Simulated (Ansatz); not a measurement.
`C[SiH](Cl)C#C[Si](F)(F)Cl`, charge 0, multiplicity 1.

Question: Give a relaxed structure at PBE0-D4/def2-TZVP (Ansatz). (Best estimate.)

Answer: Ansatz gave: 
```xyz
13

C     0.0034   -0.7999   -2.5068
Si    0.2986    0.7697   -1.5726
Cl   -1.1103    2.1753   -2.0688
C     0.1567    0.4613    0.2292
C     0.0708    0.2346    1.4173
Si   -0.0942   -0.1047    3.1749
F     0.8436   -1.3031    3.5782
F     0.3549    1.1487    4.0136
Cl   -1.9924   -0.5694    3.6576
H     0.0772   -0.6208   -3.5816
H     0.7480   -1.5488   -2.2253
H    -0.9895   -1.1961   -2.2862
H     1.6331    1.3531   -1.8296
```
This is one stationary point; other conformers may exist.
